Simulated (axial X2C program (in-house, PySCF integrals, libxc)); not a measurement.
## Levels of InAu⁺ by electron attachment to InAu²⁺ (EOM-EA-CCSD)

Computed with an axial X2C code built on PySCF integrals: two-component X2C with atomic mean-field Coulomb and Gaunt terms, Gaussian nuclei, basis Au dyall-acv3z, In dyall-acv3z with contracted cores.

R = 2.892 Å (1.090 times 2.653 Å, the PBE0 minimum at charge 1 for the lowest determinant).

Levels of InAu⁺ obtained by attaching an electron to InAu²⁺:

| Ω | binding energy (eV) | above lowest (cm⁻¹) | attached spinor | one-particle weight |
| --- | --- | --- | --- | --- |
| 1/2 | 13.282 | 0 | 49% Au sσ, 34% In pσ, 8% In sσ | 0.95 |
| 1/2 | 10.358 | 23581 | 77% In pπ, 14% Au pπ, 6% Au dπ | 0.94 |
| 3/2 | 10.126 | 25456 | 78% In pπ, 13% Au pπ, 7% Au dπ | 0.94 |
| 1/2 | 9.627 | 29479 | 41% In pσ, 30% Au pσ, 14% Au sσ | 0.78 |
| 1/2 | 7.611 | 45737 | 56% Au pπ, 25% In dπ, 9% In pπ | 0.61 |

What is the splitting of the first π pair in the table, and is it regular or inverted?

E(3/2) − E(1/2) = 25456 − 23581 = 1875 cm⁻¹ at EOM-EA-CCSD: regular, Ω = 1/2 lower. Splittings at this level can be off by ten to twenty per cent.

This point took 21 s on 1 thread of Arm Neoverse V2, with other jobs on the host.

Reference electrons by ω block (each with its −ω partner): 1/2: 36, 3/2: 19, 5/2: 7, 7/2: 1. 12 electrons of InAu²⁺ correlated (inner shells frozen), 92 natural virtual spinors (a truncated set); levels can be off by some tenths of an eV. Roots sought by Ω: (1/2: 5, 3/2: 4, 5/2: 2, 7/2: 1); the list ends where they run out and leaves out roots under 60 % one-particle weight. The solver can skip a root, and states that need a further excitation, which the method places far too high, are missing though they may lie low or lowest. T1 of the reference 0.018 (Lee–Taylor). The reference was not checked to be the lowest state of its species. Number of frozen shells: Au 5 s, 4 p, 2 d, 1 f; In 4 s, 3 p, 2 d.
